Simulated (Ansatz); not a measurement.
Reaction (atomization): `C=C(F)[SeH]` → 2 C• + F• + 3 H• + Se•

Calculated with Ansatz (gas phase, PBE0-D4/def2-TZVP geometries, no zero-point term in ΔE). CBS: MP2 limit from def2 TZ/QZ plus the TZ coupled-cluster correction, frozen cores. This one scheme is used for every species, atoms too. Functionals use def2-TZVPP. Open shells (•) are unrestricted, without spin–orbit coupling. Spin–orbit coupling would lower the free atoms: a little for C, F; clearly for Se. For Se outer-core shells are correlated without core-valence functions, so the limit isn't a true one: a few kJ/mol of doubt a bond, and 10 to 20 or more in all where bonds break to atoms. Scalar relativity is left out up to krypton. Each species was taken in one conformer, which may not be the lowest.

CCSD(T)/CBS gives +2564.8 kJ/mol.

(1) Another level gave +2542.4 kJ/mol. Which?
A. revPBE-D4/def2-TZVPP
B. r2SCAN0/def2-TZVPP
C. BHLYP/def2-TZVPP
D. revPBE/def2-TZVPP

Largest T1 diagnostic among the species: 0.011.

Results:

(1) D. revPBE 2542.4, BHLYP 2434.5, r2SCAN0 2514.5, revPBE-D4 2584.1 kJ/mol.

The D4 term adds +21.1 kJ/mol with B3LYP and +10.8 kJ/mol with PBE0; it sums over pairs of atoms, weighted by their polarisabilities, and B3LYP, whose exchange is more repulsive, gets the larger term. From r2SCAN to r2SCAN0 (25 % exact exchange), in def2-TZVPP and without D4, ΔE moves by −65.4 kJ/mol: exact exchange takes away binding that semilocal exchange gives to molecules. Leaving LDA and LC-ωPBE aside and taking each functional with its dispersion term where it has one, the values, not all of them listed here, spread over 214.8 kJ/mol, from BHLYP-D4 to PBE-D4. LDA lies +381.4 kJ/mol from PBE without D4, its usual overbinding.

B3LYP here is the variant with VWN-RPA as its local correlation; programs differ in this.

For atomizations the MP2-based limit and the directly extrapolated one differ by several kJ/mol either way, and by 10 to 25 for some Ge, Se and Sn compounds, so smaller differences from it don't rank the levels.
